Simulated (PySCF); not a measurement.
# Worked example: chemical shift, span and skew from a shielding tensor

GeH6Si, SMILES [GeH3][SiH3]. Atoms are numbered in the order given.

```xyz
8

Si     0.0000     0.0000     1.6020
Ge     0.0000     0.0000    -0.7756
H      1.2090     0.6980     2.1132
H     -1.2090     0.6980     2.1132
H      0.0000    -1.3961     2.1132
H      1.2467    -0.7198    -1.3163
H     -1.2467    -0.7198    -1.3163
H      0.0000     1.4396    -1.3163
```
Charge 0, spin multiplicity 1.

Geometry optimised at PBE0-D3(BJ)/def2-TZVP.

GIAO shieldings from PBE/pcSseg-2 run with PySCF, non-relativistic, no solvent. The symmetric part of the tensor of Si1 has the principal values 427.6, 427.6, 444.6 ppm. The same nucleus in TMS has σ = 324.1 ppm at this level (PySCF, at its B3LYP-D3(BJ)/def2-TZVP geometry).

Work out the isotropic shielding, the ²⁹Si shift against TMS, the span and the skew.


σ(iso) = (σ11 + σ22 + σ33)/3 = 433.3 ppm. δ = σ(ref) − σ(iso) = 324.1 − (433.3) = -109.2 ppm.
Span Ω = σ33 − σ11 = 17.0 ppm. Skew κ = 3(σ(iso) − σ22)/Ω = 1.00, an axial tensor. Tumbling in solution averages the tensor to δ; in a static solid the shielding alone would spread this spin-1/2 line over Ω.
